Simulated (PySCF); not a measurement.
# What a mistake does to a calculation on Al3H4

These are calculations, not measurements. The program is PySCF 2.14.0, an open-source quantum chemistry code, run on an isolated molecule that a program drew, which may never have been made. The molecule is Al3H4 (charge 0, doublet), drawn as the SMILES string `[AlH2][Al][AlH2]`.

Each row is a Hartree-Fock (HF) and frozen-core CCSD(T) single point in the cc-pV(D+d)Z basis, meant for a local HF minimum. Run 1 is clean. Each other run has one planted mistake out of seven kinds, and not every kind appears here: one electron removed, one electron added, multiplicity raised by two, geometry at a saddle point, minimal basis STO-3G, one bond length entered in bohr, all coordinates scaled. The reference is restricted for singlets and unrestricted otherwise, and also for a bond in bohr. Adding or removing an electron swaps singlet and doublet. Electrons count all cores. HOMO and LUMO are orbital energies over both spins, the gradient is its largest component, and the lowest frequency (negative if imaginary) is given only where the gradient is small. Bond lengths are over the 6 bonds as drawn. T1 is the CCSD diagnostic: over 0.02 (restricted) or 0.045 (unrestricted) a single reference is doubtful.

Geometry of the clean run:
```xyz
7
Al3H4, angstrom
Al   -1.3148   -0.7841   -1.8542
Al    1.0647   -1.0595   -0.9160
Al    3.1620   -0.0373    0.1681
H    -2.5837   -0.9994   -0.9268
H    -1.5523   -0.4975   -3.3963
H     4.3633    0.4891   -0.7242
H     3.3313   -0.0125    1.7452
```

| run | electrons | basis functions | <S^2> | HOMO (eV) | LUMO (eV) | gradient (hartree/bohr) | lowest frequency (cm^-1) | mean bond (Å) | longest bond (Å) | T1 | HF (hartree) | CCSD(T) (hartree) | mistake |
|---|---|---|---|---|---|---|---|---|---|---|---|---|---|
| 1 | 43 | 89 | 0.777 | -6.87 | 0.05 | 6.3e-06 | 49 | 1.9151 | 2.573 | 0.0220 | -728.03278 | -728.26562 | no fault |
| 2 | 42 | 89 | 0.000 | -13.83 | -5.70 | 3.1e-02 | - | 1.9151 | 2.573 | 0.0156 | -727.80302 | -728.02193 | one electron removed |
| 3 | 43 | 31 | 0.767 | -1.45 | 8.25 | 4.0e-02 | - | 1.9151 | 2.573 | 0.0188 | -719.20291 | -719.32356 | minimal basis STO-3G |
| 4 | 43 | 89 | 0.785 | -6.82 | 0.07 | 2.0e-02 | - | 2.0166 | 2.709 | 0.0245 | -728.02194 | -728.25526 | all coordinates scaled |
| 5 | 43 | 89 | 3.756 | -6.33 | -1.39 | 1.5e-02 | - | 1.9151 | 2.573 | 0.0565 | -727.95436 | -728.18903 | ? |

**Which mistake was planted in run 5, and what did it cost?**

Electrons, basis and geometry are unchanged, and <S^2> is 3.756, beside S(S+1) = 3.75 for a multiplicity of 4. So the mistake is: multiplicity raised by two. Subtracting run 1 and multiplying by 627.51 kcal/mol a hartree, the energy moved by 49.2 kcal/mol in HF and 48.1 kcal/mol in CCSD(T).

Cautions from the logs. Run 5: T1 is over the limit, so its CCSD(T) energy is less reliable.
